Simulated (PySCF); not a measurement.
# Excitation energy of Pt by level of theory

Pt [Xe] 4f14 5d9 6s1 (3D) → Pt [Xe] 4f14 5d8 6s2 (3F), as a difference of total energies. Calculation: PySCF 2.14, in aug-cc-pVDZ-PP with ECP60MDF (5s5p4d2f, 54 functions); a scalar-relativistic core potential. Correlated levels: valence: 5s2 5p6 frozen. The calculations carry no spin-orbit coupling.

```json
{"method": "UHF", "excitation energy (eV)": "0.294"}
{"method": "MP2 (valence)", "excitation energy (eV)": "0.494"}
{"method": "SCS-MP2 (valence)", "excitation energy (eV)": "0.359"}
{"method": "CCSD (valence)", "excitation energy (eV)": "0.330"}
{"method": "CCSD(T) (valence)", "excitation energy (eV)": "0.332"}
```

Problem. How much does correlation contribute at CCSD(T) (valence)?

Solution. 0.332 − (0.294) = 0.038 eV, measured against UHF.

Errors of the correlated levels include the incompleteness of this basis and the frozen core.

For comparison: 0.397 eV (measured; NIST levels, between the centres of gravity of the two terms).
